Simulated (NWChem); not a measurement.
System: C$_{2}$H$_{5}$NOSi; SMILES O[Si@H]1CN=C1

Output (shortened):

```
             Northwest Computational Chemistry Package (NWChem) 7.3.0
             --------------------------------------------------------

                             Geometry "geometry" -> ""
                             -------------------------

 Output coordinates in angstroms (scale by  1.889725989 to convert to a.u.)

  No.       Tag          Charge          X              Y              Z
 ---- ---------------- ---------- -------------- -------------- --------------
    1 O                    8.0000     0.00021500    -2.05434100     0.45030700
    2 Si                  14.0000     0.02280600    -0.57498100    -0.34899800
    3 C                    6.0000     1.10580200     0.92738800     0.06749400
    4 N                    7.0000     0.11625700     1.77040000     0.10424500
    5 C                    6.0000    -1.11517700     0.92741200     0.03588300
    6 H                    1.0000    -0.00581200    -2.00489100     1.42232300
    7 H                    1.0000     0.07990900    -0.97032000    -1.79723200
    8 H                    1.0000     2.15377500     1.27952300     0.14473500
    9 H                    1.0000    -1.84061000     1.30037200    -0.71794900
   10 H                    1.0000    -1.63013000     0.93312500     1.01962600

 Effective nuclear repulsion energy (a.u.)     217.8791849657

                                 NWChem DFT Module
                                 -----------------

 Summary of "ao basis" -> "ao basis" (spherical)
 ------------------------------------------------------------------------------
       Tag                 Description            Shells   Functions and Types
 ---------------- ------------------------------  ------  ---------------------
 O                          def2-svp                 6       14   3s2p1d
 Si                         def2-svp                 8       18   4s3p1d
 C                          def2-svp                 6       14   3s2p1d
 N                          def2-svp                 6       14   3s2p1d
 H                          def2-svp                 3        5   2s1p

            General Information
            -------------------
          SCF calculation type: DFT
          Wavefunction type:  closed shell.
          No. of atoms     :    10
          No. of electrons :    46
           Alpha electrons :    23
            Beta electrons :    23
          Charge           :     0
          Spin multiplicity:     1
          Use of symmetry is: off; symmetry adaption is: off
          Maximum number of iterations: 150
          AO basis - number of functions:    99
                     number of shells:    47
          Convergence on energy requested:  1.00D-06
          Convergence on density requested:  1.00D-05
          Convergence on gradient requested:  5.00D-04

              XC Information
              --------------
                         B3LYP Method XC Potential
                     Hartree-Fock (Exact) Exchange  0.200
                        Slater Exchange Functional  0.800 local
                    Becke 1988 Exchange Functional  0.720 non-local
              Lee-Yang-Parr Correlation Functional  0.810
                  VWN I RPA Correlation Functional  0.190 local

             Grid Information
             ----------------
          Grid used for XC integration:  medium
          Radial quadrature: Mura-Knowles
          Angular quadrature: Lebedev.
          Tag              B.-S. Rad. Rad. Pts. Rad. Cut. Ang. Pts.
          ---              ---------- --------- --------- ---------
          O                   0.60       49          11.0       434
          Si                  1.10       88           9.0       590
          C                   0.70       49          10.0       434
          N                   0.65       49          11.0       434
          H                   0.35       45          11.0       434
          Grid pruning is: on
          Number of quadrature shells:   509
          Spatial weights used:  Erf1

      Superposition of Atomic Density Guess
      -------------------------------------

 Sum of atomic energies:        -495.41989590

      Non-variational initial energy
      ------------------------------

 Total energy =    -497.784182
 1-e energy   =   -1113.567546
 2-e energy   =     397.904179
 HOMO         =      -0.271453
 LUMO         =      -0.043905

     ---------------------------------------------
      Total Density - Mulliken Population Analysis
     ---------------------------------------------

    Atom       Charge   Shell Charges
 -----------   ------   -------------------------------------------------------
    1 O    8     8.78   1.99  1.11  0.64  3.07  1.96  0.00
    2 Si  14    13.03   2.00  1.99  0.97  0.23  5.93  0.97  0.68  0.26
    3 C    6     6.01   1.99  1.00  0.38  1.77  0.83  0.04
    4 N    7     7.48   1.99  1.09  0.62  2.29  1.47  0.03
    5 C    6     6.27   1.99  0.97  0.29  1.94  1.05  0.03
    6 H    1     0.65   0.52  0.07  0.06
    7 H    1     1.08   0.69  0.38  0.01
    8 H    1     0.91   0.67  0.22  0.02
    9 H    1     0.89   0.67  0.20  0.02
   10 H    1     0.88   0.67  0.19  0.02

   convergence    iter        energy       DeltaE   RMS-Dens  Diis-err
 ---------------- ----- ----------------- --------- --------- ---------
 d= 0,ls=0.0,diis     1   -498.3621848289 -7.16D+02  1.42D-02  6.66D-01
 d= 0,ls=0.0,diis     2   -498.2923612276  6.98D-02  8.77D-03  1.42D+00
 d= 0,ls=0.0,diis     3   -498.4364455057 -1.44D-01  1.75D-03  6.29D-02
 d= 0,ls=0.0,diis     4   -498.4411291202 -4.68D-03  9.90D-04  1.81D-02
 d= 0,ls=0.0,diis     5   -498.4430262582 -1.90D-03  2.52D-04  1.11D-03
  Resetting Diis
 d= 0,ls=0.0,diis     6   -498.4431555670 -1.29D-04  5.44D-05  2.18D-05
 d= 0,ls=0.0,diis     7   -498.4431586536 -3.09D-06  1.50D-05  7.11D-07
 d= 0,ls=0.0,diis     8   -498.4431586283  2.53D-08  7.88D-06  9.75D-07

         Total DFT energy =     -498.443158628279
      One electron energy =    -1117.381935407495
           Coulomb energy =      450.175231836887
    Exchange-Corr. energy =      -49.115640023400
 Nuclear repulsion energy =      217.879184965729

 Numeric. integr. density =       45.999993653850

                       DFT Final Molecular Orbital Analysis
                       ------------------------------------

 Vector   21  Occ=2.000000D+00  E=-3.116542D-01
              MO Center=  1.3D-01,  1.2D+00,  6.7D-02, r^2= 2.3D+00
   Bfn.  Coefficient  Atom+Function         Bfn.  Coefficient  Atom+Function
  ----- ------------  ---------------      ----- ------------  ---------------
    52     -0.371381   4 N  pz               38      0.368371   3 C  pz
    41      0.256782   3 C  pz               55      0.247842   4 N  pz
    95     -0.207210  10 H  s                66     -0.195682   5 C  pz
    90      0.153062   9 H  s                96     -0.125522  10 H  s
    91      0.097823   9 H  s                69     -0.066886   5 C  pz

 Vector   22  Occ=2.000000D+00  E=-2.999131D-01
              MO Center= -1.3D-01, -8.3D-03,  5.4D-02, r^2= 3.3D+00
   Bfn.  Coefficient  Atom+Function         Bfn.  Coefficient  Atom+Function
  ----- ------------  ---------------      ----- ------------  ---------------
     4      0.324543   1 O  px               65     -0.275038   5 C  py
     7      0.246717   1 O  px               63      0.233252   5 C  s
    37      0.224757   3 C  py               64      0.208404   5 C  px
    35     -0.199620   3 C  s                22     -0.193001   2 Si px
    68     -0.179163   5 C  py               36      0.152382   3 C  px

 Vector   23  Occ=2.000000D+00  E=-2.409638D-01
              MO Center=  1.4D-01,  1.1D+00,  1.5D-03, r^2= 3.0D+00
   Bfn.  Coefficient  Atom+Function         Bfn.  Coefficient  Atom+Function
  ----- ------------  ---------------      ----- ------------  ---------------
    51      0.459514   4 N  py               54     -0.349160   4 N  py
    37      0.214489   3 C  py               49     -0.212160   4 N  s
    65      0.206995   5 C  py               17     -0.184479   2 Si s
     5      0.162399   1 O  py               81      0.156851   7 H  s
    18     -0.155787   2 Si s                80      0.146911   7 H  s

 Vector   24  Occ=0.000000D+00  E=-3.970028D-02
              MO Center=  4.8D-01,  8.7D-01,  1.2D-01, r^2= 2.8D+00
   Bfn.  Coefficient  Atom+Function         Bfn.  Coefficient  Atom+Function
  ----- ------------  ---------------      ----- ------------  ---------------
    55      0.472577   4 N  pz               52     -0.440300   4 N  pz
    41     -0.428489   3 C  pz               38     -0.362262   3 C  pz
    27     -0.306733   2 Si pz               81     -0.249034   7 H  s
     3      0.237445   1 O  s                96     -0.187527  10 H  s
    63      0.165138   5 C  s                76     -0.151677   6 H  s

 Vector   25  Occ=0.000000D+00  E= 2.993095D-02
              MO Center=  1.2D-01, -1.2D+00,  7.8D-01, r^2= 4.5D+00
   Bfn.  Coefficient  Atom+Function         Bfn.  Coefficient  Atom+Function
  ----- ------------  ---------------      ----- ------------  ---------------
    76     -0.860624   6 H  s                 3      0.830523   1 O  s
    18     -0.516272   2 Si s                26      0.424899   2 Si py
    81      0.341775   7 H  s                91     -0.227166   9 H  s
    41      0.209428   3 C  pz                9      0.205375   1 O  pz
    38      0.185302   3 C  pz                2      0.183062   1 O  s

 Vector   26  Occ=0.000000D+00  E= 4.613416D-02
              MO Center= -2.2D-01, -4.8D-01, -3.5D-01, r^2= 4.4D+00
   Bfn.  Coefficient  Atom+Function         Bfn.  Coefficient  Atom+Function
  ----- ------------  ---------------      ----- ------------  ---------------
    63      1.341183   5 C  s                25      1.086842   2 Si px
    35     -0.718288   3 C  s                96     -0.494789  10 H  s
    91     -0.380624   9 H  s                86      0.315864   8 H  s
     7     -0.246521   1 O  px               22      0.244616   2 Si px
    18     -0.220523   2 Si s                 4     -0.209798   1 O  px

     ---------------------------------------------
      Total Density - Mulliken Population Analysis
     ---------------------------------------------

    Atom       Charge   Shell Charges
 -----------   ------   -------------------------------------------------------
    1 O    8     8.39   1.99  1.08  0.65  2.88  1.78  0.01
    2 Si  14    13.41   2.00  1.98  1.03  0.18  5.93  1.21  0.72  0.35
    3 C    6     6.13   1.99  0.95  0.36  2.01  0.79  0.04
    4 N    7     7.20   1.99  1.07  0.60  2.29  1.22  0.03
    5 C    6     6.10   1.99  0.93  0.21  2.08  0.86  0.04
    6 H    1     0.80   0.67  0.06  0.07
    7 H    1     1.09   0.74  0.34  0.01
    8 H    1     0.97   0.74  0.21  0.02
    9 H    1     0.95   0.74  0.20  0.02
   10 H    1     0.95   0.74  0.20  0.02

     -------------------------------------------
      Total Density - Lowdin Population Analysis
     -------------------------------------------

    Atom       Charge   Shell Charges
 -----------   ------   -------------------------------------------------------
    1 O    8     8.23   1.97  0.89  0.61  2.71  2.03  0.01
    2 Si  14    13.44   2.00  1.93  0.64  0.32  5.81  1.24  0.95  0.55
    3 C    6     6.15   1.97  0.66  0.38  1.83  1.21  0.10
    4 N    7     7.08   1.97  0.83  0.51  2.15  1.56  0.06
    5 C    6     6.16   1.96  0.62  0.34  1.87  1.27  0.08
    6 H    1     0.91   0.55  0.18  0.18
    7 H    1     1.10   0.65  0.43  0.02
    8 H    1     0.99   0.64  0.28  0.07
    9 H    1     0.98   0.64  0.27  0.07
   10 H    1     0.97   0.63  0.27  0.07

     Multipole analysis of the density
     ---------------------------------

     L   x y z        total         alpha         beta         nuclear
     -   - - -        -----         -----         ----         -------
     0   0 0 0      0.000000    -23.000000    -23.000000     46.000000

     1   1 0 0     -0.061534      0.124488      0.124488     -0.310510
     1   0 1 0     -0.404082      0.199576      0.199576     -0.803234
     1   0 0 1      0.514818      0.127052      0.127052      0.260714

     2   2 0 0    -25.377882    -58.382019    -58.382019     91.386155
     2   1 1 0     -0.183806     -0.050184     -0.050184     -0.083438
     2   1 0 1      0.016319      0.006230      0.006230      0.003858
     2   0 2 0    -33.837981   -159.425918   -159.425918    285.013854
     2   0 1 1     -2.330937      5.314047      5.314047    -12.959031
     2   0 0 2    -25.078303    -30.872308    -30.872308     36.666312

                     NWChem Electrostatic Potential Fit Module
                     -----------------------------------------

 Atom parameters

 Number of atoms is                                   10
 Number of basis functions is                         99

 Grid parameters

 Maximum number of grid points is                  41889
 Number of grid points is                          41888
 Grid range                                     0.300000 nm
 Grid spacing                                   0.020000 nm
 Probe radius                                   0.070000 nm
 Atom radius factor                             1.000000

 Atomic radii

    1    0.100000
    6    0.147000
    7    0.140000
    8    0.136000
   14    0.187000
 FASTESP  F
  using M.O. file = ./job.movecs

    Atom              Coordinates                           Charge

                                                  ESP

    1 O     0.000022   -0.205434    0.045031   -0.583561
    2 Si    0.002281   -0.057498   -0.034900    0.434250
    3 C     0.110580    0.092739    0.006749    0.066495
    4 N     0.011626    0.177040    0.010425   -0.390214
    5 C    -0.111518    0.092741    0.003588    0.100910
    6 H    -0.000581   -0.200489    0.142232    0.378226
    7 H     0.007991   -0.097032   -0.179723   -0.075639
    8 H     0.215378    0.127952    0.014474    0.041188
    9 H    -0.184061    0.130037   -0.071795    0.003581
   10 H    -0.163013    0.093313    0.101963    0.024762
                                            ------------
                                                0.000000

 Dipole moment                                  0.607870

 Quadrupole moment Qxx                          9.676333
                   Qyy                        -17.889752
                   Qzz                          8.213418

 RMS deviation kJ/mol                           0.074875

 RRMS %                                        32.821302
```

Level: B3LYP/def2-SVP. Coordinates come from a PBE-D3(BJ)/def2-SVP optimisation.

**Question.** Which NWChem input produces such a log?

**Answer.** One answer among several that fit: the input that was run:
```
start job
memory heap 200 mb stack 900 mb global 1100 mb
geometry units angstroms noautosym nocenter noautoz
  O      0.000215    -2.054341     0.450307
  Si     0.022806    -0.574981    -0.348998
  C      1.105802     0.927388     0.067494
  N      0.116257     1.770400     0.104245
  C     -1.115177     0.927412     0.035883
  H     -0.005812    -2.004891     1.422323
  H      0.079909    -0.970320    -1.797232
  H      2.153775     1.279523     0.144735
  H     -1.840610     1.300372    -0.717949
  H     -1.630130     0.933125     1.019626
end
basis spherical
  * library def2-svp
end
dft
  xc b3lyp
  iterations 150
  mulliken
end
task dft energy
esp
  recalculate
  probe 0.07
  range 0.3
  factor 1.0
  spacing 0.02
end
task esp
```
